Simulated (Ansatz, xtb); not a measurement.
# C4H5FN2S: which of two isomers lies lower

Structure I: `Cc1nc(CF)ns1`, a singlet. Structure II: `CCc1nsc(F)n1`, a singlet. Both are isolated molecules in the gas phase, relaxed with PBE-D3(BJ)/def2-SVP; the shapes shown needn't be the lowest conformers.

I (Å):

| atom | x (Å) | y (Å) | z (Å) |
| --- | --- | --- | --- |
| C | -1.4432 | -1.9767 | -0.4997 |
| C | -1.5545 | -0.9424 | 0.5721 |
| C | -1.2617 | 0.1269 | 2.4722 |
| C | -0.6777 | 0.3177 | 3.8454 |
| F | -1.0488 | -0.7204 | 4.6836 |
| N | -0.9186 | -0.9718 | 1.7219 |
| N | -2.1211 | 1.0137 | 1.9854 |
| S | -2.5713 | 0.4915 | 0.4564 |
| H | -1.1835 | -1.5248 | -1.4779 |
| H | -0.6591 | -2.7019 | -0.2151 |
| H | -2.4002 | -2.5230 | -0.6289 |
| H | 0.4329 | 0.3339 | 3.7772 |
| H | -1.0373 | 1.2830 | 4.2577 |

II (Å):

| atom | x (Å) | y (Å) | z (Å) |
| --- | --- | --- | --- |
| C | 0.4730 | -1.3311 | 1.9009 |
| C | -1.0098 | -1.7052 | 2.0140 |
| C | -1.9193 | -0.6551 | 1.4446 |
| C | -2.7358 | 1.3488 | 1.2821 |
| F | -2.9521 | 2.6327 | 1.4995 |
| N | -2.7669 | -0.9525 | 0.4656 |
| N | -1.8693 | 0.6360 | 1.9330 |
| S | -3.6197 | 0.4480 | 0.0664 |
| H | 0.7821 | -1.2369 | 0.8405 |
| H | 1.1104 | -2.1026 | 2.3760 |
| H | 0.6696 | -0.3618 | 2.4003 |
| H | -1.2786 | -1.8433 | 3.0840 |
| H | -1.2308 | -2.6574 | 1.4942 |

Question: Which of the two would you expect CCSD(T)/def2-SVP + ΔMP2/def2-TZVPP electronic energies to favour?

Answer: Not settled: CCSD(T)/def2-SVP + ΔMP2/def2-TZVPP gives E(II) − E(I) = +1.05 kcal/mol, but this leans on the basis-set step: CCSD(T) alone gives −0.14 kcal/mol.

Level by level:

| level | geometry | E(II) − E(I) (kcal/mol) | departure from the last row (kcal/mol) | job, with rough time for the two |
| --- | --- | --- | --- | --- |
| GFN2-xTB | GFN2-xTB | +0.16 | −0.89 | optimisation, 0.19 s |
| HF/STO-3G | GFN2-xTB | −7.08 | −8.13 | single point, 0.42 s |
| r2SCAN-D4/def2-SVP | GFN2-xTB | −1.84 | −2.89 | single point, 2.6 s |
| PBE-D3(BJ)/def2-SVP | PBE-D3(BJ)/def2-SVP | −2.06 | −3.11 | optimisation, 27 s |
| HF/def2-SVP | PBE-D3(BJ)/def2-SVP | +1.77 | +0.72 | part of the CCSD(T) run |
| MP2/def2-SVP | PBE-D3(BJ)/def2-SVP | +0.03 | −1.02 | part of the CCSD(T) run |
| CCSD(T)/def2-SVP | PBE-D3(BJ)/def2-SVP | −0.14 | −1.19 | single point |
| CCSD(T)/def2-SVP + ΔMP2/def2-TZVPP | PBE-D3(BJ)/def2-SVP | +1.05 |  | single point, 47 s |

As drawn, both hold the same kinds of bond in the same numbers.

HF/STO-3G, r2SCAN-D4/def2-SVP, PBE-D3(BJ)/def2-SVP put the two in the other order. GFN2-xTB, MP2/def2-SVP, CCSD(T)/def2-SVP find them nearly level. The largest departure from CCSD(T)/def2-SVP + ΔMP2/def2-TZVPP is that of HF/STO-3G, 8.13 kcal/mol. The last row adds to CCSD(T) the change of the MP2 difference between the two basis sets, here +1.19 kcal/mol.

With thermal terms from frequencies at re-optimised GFN2-xTB minima (ideal gas, soft modes damped towards free rotors, one conformer each, 298.15 K, 1 atm): on the last row, ΔE + ΔZPE = +1.84, ΔH = +1.58, ΔG = +2.39 kcal/mol.

The correlated steps freeze 12 core orbitals. Programs: Ansatz 0.2.0, xtb 6.7.1; the last row on 4 threads of Intel(R) Xeon(R) Platinum 8375C CPU @ 2.90GHz (Ice Lake) on a shared host.
